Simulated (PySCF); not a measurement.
**SnF: energy against distance**

Set-up: PySCF, scalar-relativistic core potentials, basis sets Sn cc-pVTZ-PP with ECP28, F cc-pVTZ. Energies in eV from Sn + F in their ground configurations at the same level. State: ²Π (doublet), unpaired electrons π ↑.

All columns are PBE0. A positive dipole means Sn(−)F(+).

```tsv
R (Å)	E (eV)	μ (D)	Mulliken charge on Sn (basis-dependent)	HOMO (eV)	LUMO (eV)	Mayer bond order	⟨S²⟩
1.689	-3.612	-0.95	0.33	-4.40	-2.56	1.09	0.75
1.768	-4.299	-1.44	0.36	-4.53	-2.68	1.05	0.75
1.846	-4.662	-1.93	0.39	-4.66	-2.81	1.01	0.75
1.905	-4.784	-2.30	0.41	-4.76	-2.90	0.98	0.75
1.964	-4.814	-2.66	0.44	-4.86	-2.99	0.96	0.75
2.023	-4.773	-3.01	0.46	-4.95	-3.08	0.93	0.75
2.102	-4.643	-3.48	0.48	-5.07	-3.20	0.90	0.75
2.200	-4.398	-4.05	0.50	-5.22	-3.34	0.87	0.75
2.317	-4.039	-4.70	0.52	-5.40	-3.51	0.84	0.75
2.475	-3.518	-5.52	0.54	-5.61	-3.72	0.80	0.75
```

A fit through these points gives, at Re = 1.957 Å, μ = -2.61 D and dμ/dR = -6.10 D/Å; the reduced mass is 16.4 u.

Task: How strong is the fundamental in the double-harmonic approximation, I = 42.26·(dμ/dR)²/μred km/mol?

Result: I = 42.26·(-6.10)²/16.4 = 95.9 km/mol at PBE0.

These are scalar-relativistic numbers at best; spin–orbit coupling would shift them, the dissociation energy most. The state was picked by a PBE0 search and need not be the measured ground state.
